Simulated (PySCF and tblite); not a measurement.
The numbers below are computed, except where a source is named.
# Dynamics report: rotation

System: 2-bromoacrylic acid, C3H3BrO2, numbered as in [CH2:1]=[C:2]([Br:3])[C:4](=[O:5])[OH:6].

Motion: rotation about the C4–O6 bond (torsion C2–C4–O6–H from 180° to 360°, rising). Level: PBE0/pcSseg-1 + D3(BJ), IEF-PCM cyclohexane on GFN2-xTB stationary points, with GFN2-xTB thermal terms. Rates follow Eyring's equation with the number of equivalent paths and no tunnelling. Run with tblite and PySCF.

```csv
point,symmetry,E(GFN2) kcal/mol,E(DFT) kcal/mol,ZPE change kcal/mol,lowest mode cm⁻¹,dipole D
start,Cs,0.0,0.0,0.00,51,0.21
saddle,C1,12.7,12.0,-1.16,615i,2.31
end,Cs,4.4,1.7,-0.33,53,3.64
```

- Electronic barrier: 12.0 kcal/mol
- Barrier with zero-point energy: 10.8 kcal/mol
- ΔH‡ (298 K): 10.8 kcal/mol
- ΔS‡ (298 K, symmetry apart): -0.4 cal/(mol K)
- Paths: 2 equivalent paths
- End point: a different minimum
- Mean lifetime of the start against this motion at 298 K: 7.5 µs
- Cost: 42 s on 1 thread of Arm Neoverse V1, on a host shared with other jobs (rough), peak memory 0.82 GiB, launched as `OMP_NUM_THREADS=1 python ens_run.py task.json out`

```tsv
T/K	ΔG‡ kcal/mol	k s⁻¹	ΔG kcal/mol	k back s⁻¹
200	10.8	12	1.4	430
250	10.9	3340	1.4	6.1×10⁴
298	10.9	1.3×10⁵	1.4	1.5×10⁶
350	10.9	2.3×10⁶	1.5	1.9×10⁷
400	10.9	1.8×10⁷	1.5	1.1×10⁸
```

ΔG and ΔG‡ leave out symmetry numbers and mirror images; rates count paths: 2 out, 2 back.

Spin–orbit effects of heavy atoms on shieldings are missing.
